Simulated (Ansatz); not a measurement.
Reaction (ligand exchange at a Ga–Br bond): `[CH3][Ga]([F])[Br]` + CH₃SH → `C[S][Ga]([CH3])[F]` + HBr

Calculated with Ansatz (gas phase, PBE0-D4/def2-TZVP geometries, no zero-point term in ΔE). CCSD(T)/CBS is the MP2 limit (def2-TZVPP, def2-QZVPP) plus CCSD(T) − MP2 in def2-TZVPP, frozen cores. This one scheme is used for every species. DFT in def2-TZVPP. B3LYP here is the variant with VWN-RPA as its local correlation; programs differ in this. For Br, Ga outer-core shells are correlated without core-valence functions, which leaves a few kJ/mol of doubt a bond. Scalar relativity is left out up to krypton. Each species was taken in one conformer, which may not be the lowest.

`[CH3][Ga]([F])[Br]`:

```xyz
7

C    -0.135    0.051   -0.988
Ga    0.045   -0.062    0.941
F    -1.368   -0.145    1.972
Br    1.985   -0.092    2.133
H     0.788   -0.262   -1.476
H    -0.964   -0.575   -1.317
H    -0.350    1.085   -1.266
```

CH₃SH:

Cartesian coordinates in Å:
```
C 0.228 0.084 0.427
S -1.199 -0.031 -0.675
H 0.726 -0.878 0.538
H -0.163 0.386 1.399
H 0.935 0.840 0.088
H -0.528 -0.401 -1.776
```

`C[S][Ga]([CH3])[F]`:

Z-matrix (Å, degrees):
```
C
S 1 1.822
H 1 1.090 2 106.4
H 1 1.089 2 111.6 3 118.2
H 1 1.089 2 111.7 3 -118.3
Ga 2 2.185 1 100.7 3 178.3
F 6 1.760 2 112.2 1 179.8
C 6 1.950 2 129.2 1 -0.3
H 8 1.090 6 109.8 2 179.4
H 8 1.092 6 110.3 2 -60.2
H 8 1.091 6 110.3 2 59.1
```

HBr:

Cartesian coordinates in Å:
```
Br -0.517 0.067 -0.482
H 0.517 -0.067 0.482
```

| level | ΔE (kcal/mol) | difference from CCSD(T)/CBS |
| --- | --- | --- |
| LDA (SPW92) | 9.2 | -1.4 |
| BLYP-D4 | 9.8 | -0.8 |
| B3LYP-D4 | 10.8 | 0.2 |
| revPBE | 11.2 | 0.6 |
| BLYP | 11.6 | 1.0 |
| r2SCAN | 11.2 | 0.6 |
| B3LYP | 12.3 | 1.7 |
| r2SCANh | 11.6 | 1.0 |
| SCS-MP2/def2-TZVPP | 11.6 | 1.0 |
| CCSD/def2-TZVPP | 11.7 | 1.1 |
| CCSD(T)/CBS | 10.6 | 0 |

Largest T1 diagnostic among the species: 0.013.

From BLYP to BHLYP (50 % exact exchange), in def2-TZVPP and without D4, ΔE moves by +1.9 kcal/mol. Leaving LDA and LC-ωPBE aside and taking each functional with its dispersion term where it has one, the values, not all of them listed here, spread over 3.0 kcal/mol, from revPBE-D4 to BHLYP-D4. LDA lies −1.4 kcal/mol from PBE without D4.

CCSD(T)/CBS has its own doubt, a few kJ/mol and more with outer-core shells, so smaller differences from it don't rank the levels.
